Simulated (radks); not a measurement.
Results of a calculation; reference values are marked as such.
Q: The mean radii <r> (bohr) of the occupied orbitals of an atom or ion are listed with their occupations. Code: a radial shooting solver on a logarithmic mesh with Libxc functionals. Model: Dirac Kohn-Sham, LDA (Slater exchange, Perdew-Wang correlation), spin-unpolarised, spherical densities, finite nucleus; Fermi nuclear charge, rms radius of each element as measured or else 0.836 A^(1/3) + 0.57 fm.

orbital  occ.      <r>
1s1/2       2  0.01717
2s1/2       2  0.07175
2p1/2       2  0.05908
2p3/2       4  0.06751
3s1/2       2   0.1867
3p1/2       2   0.1769
3p3/2       4   0.1924
3d3/2       4   0.1676
3d5/2       6   0.1724
4s1/2       2   0.4152
4p1/2       2   0.4180
4p3/2       4   0.4521
4d3/2       4   0.4619
4d5/2       6   0.4731
5s1/2       2   0.9463
4f5/2       6   0.5116
4f7/2       8   0.5188
5p1/2       2    1.020
5p3/2       4    1.112
5d3/2       4    1.412
5d5/2       2    1.451

Name the element and its charge. Open shells, if any, fill j = l - 1/2 first.

A: Z = 78, platinum, charge +4: Pt4+ in [Xe] 4f14 5d6. The 1s radius gives Z: for a bare nucleus <r> = (2 gamma + 1)/(2Z) with gamma = sqrt(1 - (Z/c)^2), 0.01695 bohr for Z = 78, and screening makes it slightly larger (0.01717 here). The occupations add up to 74, and the charge is Z minus that.
